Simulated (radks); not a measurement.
The silver ion Ag12+, configuration [Ar] 3d10 4s2 4p5. Method: scalar-relativistic Kohn-Sham, PBEsol, spin-polarised, spherical densities, finite nucleus; open shells are filled with parallel spins first (spin-orbit coupling, left out, can overturn this in heavy ions); Fermi nuclear charge, rms radius 4.5454 fm; computed with a radial shooting solver on a logarithmic mesh with Libxc functionals.

Unscreened Slater integrals over Kohn-Sham orbitals (cm^-1). They are taken over the spin-up orbitals. Empty in this configuration: 4d.

integral    value
F0(4p,4p)  223670
F2(4p,4p)  118640
F0(4p,4s)  228970
G1(4p,4s)  156810
F0(4p,3d)  285790
F2(4p,3d)   74442
G1(4p,3d)   24476
G3(4p,3d)   24089
F0(4p,4d)  214350
F2(4p,4d)  111450
G1(4p,4d)  141400
G3(4p,4d)   89208
F0(4s,4s)  234800
F0(4s,3d)  296630
G2(4s,3d)   26222
F0(4s,4d)  218940
G2(4s,4d)  109560
F0(3d,3d)  582530
F2(3d,3d)  290570
F4(3d,3d)  185440
F0(3d,4d)  269720
F2(3d,4d)   66971
F4(3d,4d)   31890
G0(3d,4d)   22611
G2(3d,4d)   26839
G4(3d,4d)   20605
F0(4d,4d)  206400
F2(4d,4d)  106900
F4(4d,4d)   72388

Derived for the open shells (J is the average intra-shell exchange parameter used in DFT+U). 4p: J = F2/5 = 23730 cm^-1.
